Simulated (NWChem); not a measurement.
Molecule: CH₄AlClS; SMILES [CH3][Al]([SH])[Cl]

```xyz
8

Al    -0.3598     0.0180     0.0715
Cl     0.6713    -1.7926     0.3900
C     -2.2994     0.0545     0.0332
H     -2.7106     1.0604    -0.1411
H     -2.7061    -0.3211     0.9867
H     -2.6771    -0.6118    -0.7598
S      0.9355     1.7531    -0.1958
H     -0.0993     2.6090    -0.3554
```
Atoms are numbered in this order, from 1.

Level: PBE0/def2-SVP (NWChem), optimised geometry, unscaled harmonic frequencies. 

**Question.** List the harmonic frequencies with IR intensities, and the thermochemistry.

**Answer.** 
```tsv
frequency (cm⁻¹)	IR intensity (km/mol)
39	0.0
137	6.4
154	4.9
185	18.5
266	12.1
411	10.9
561	73.4
624	29.4
650	42.6
695	118.6
732	85.8
1214	24.4
1418	2.5
1419	3.7
2710	0.4
3052	0.5
3151	0.4
3167	1.9
```

```yaml
zero_point_energy: 29.4 kcal/mol
thermal correction to the enthalpy at 298.15 K (with zero-point energy): 34.4 kcal/mol
heat capacity Cv: 21.8 cal/(mol K)
entropy at 298.15 K and 1 atm (symmetry number 1): 85.2 cal/(mol K)
dipole_moment: 2.79 D
```

Rigid rotor and harmonic oscillator; modes under 100 cm⁻¹ make the entropy uncertain.
